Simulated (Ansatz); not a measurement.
C$_{5}$H$_{9}$O$_{2}$ (SMILES CCCCO[C]=O), doublet, at a GFN2-xTB geometry. Base run: R2SCAN/STO-3G (Ansatz, a first-principles code).

Geometry (Å):
```xyz
16

C      3.0004     0.7976     0.6657
C      2.0459    -0.2758     0.1580
C      0.5927     0.0779     0.4728
C     -0.3592    -0.9908    -0.0356
O     -1.7547    -0.6576     0.3185
C     -2.4128     0.1824    -0.3752
O     -2.2075     0.8450    -1.3517
H      2.9096     0.9109     1.7435
H      4.0288     0.5323     0.4336
H      2.7792     1.7552     0.2005
H      2.2935    -1.2335     0.6210
H      2.1643    -0.3874    -0.9217
H      0.3396     1.0318     0.0043
H      0.4649     0.1861     1.5520
H     -0.1823    -1.9552     0.4412
H     -0.3023    -1.0869    -1.1226
```
Charge 0, spin multiplicity 2.
Orbitals are unrestricted.
All else is at Ansatz's defaults.

The base run was repeated with changes; each row names its change, and settings that it needs were set with it.

```tsv
change	E (Eh)	SCF-reference <S^2>
base	-341.74703	0.752
functional = lc_wpbe	-341.69197	0.753
functional = hse06	-341.52605	0.752
functional = wB97X	-341.85633	0.752
functional = wB97X-V	-341.83551	0.752
functional = PBE0-DH	-341.44433	0.754
functional = wB97M-V	-341.85848	0.752
functional = PBE-QIDH	-341.19522	0.756
functional = B2PLYP	-341.34720	0.754
functional = cam_b3lyp	-341.69558	0.752
functional = BHLYP	-341.71599	0.753
functional = pbe	-341.47443	0.751
functional = revpbe	-341.82123	0.751
```

Total energies compare only within one method and basis.
